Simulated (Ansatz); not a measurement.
Consider the substitution at a C–C bond: `C=C(C)c1ccccc1` + CH₃SH → `CSc1ccccc1` + `C=CC`.

Isolated molecules relaxed with PBE0-D4/def2-TZVP in Ansatz; ΔE leaves out vibrations. CCSD(T)/CBS is the MP2 limit (def2-TZVPP, def2-QZVPP) plus CCSD(T) − MP2 in def2-TZVPP, frozen cores. This one scheme is used for every species. DFT in def2-TZVPP. Each species was taken in one conformer, which may not be the lowest.

Task: Is it downhill or uphill in electronic energy at CCSD(T)/CBS, and by how much? (Estimate.)

Result: Computed: Uphill: ΔE = +16.7 kJ/mol.

Task: What do these levels give: PBE0-D4, r2SCAN, HF/def2-TZVPP, SCS-MP2/def2-TZVPP, CCSD/def2-TZVPP, MP2/CBS(def2)? (Estimate.)

Result: Computed: PBE0-D4 14.2, r2SCAN 11.2, HF/def2-TZVPP 18.5, SCS-MP2/def2-TZVPP 17.9, CCSD/def2-TZVPP 20.2, MP2/CBS(def2) 15.3 kJ/mol.

Largest T1 diagnostic among the species: 0.011.

From PBE to PBE0 (25 % exact exchange), in def2-TZVPP and without D4, ΔE moves by +4.2 kJ/mol.
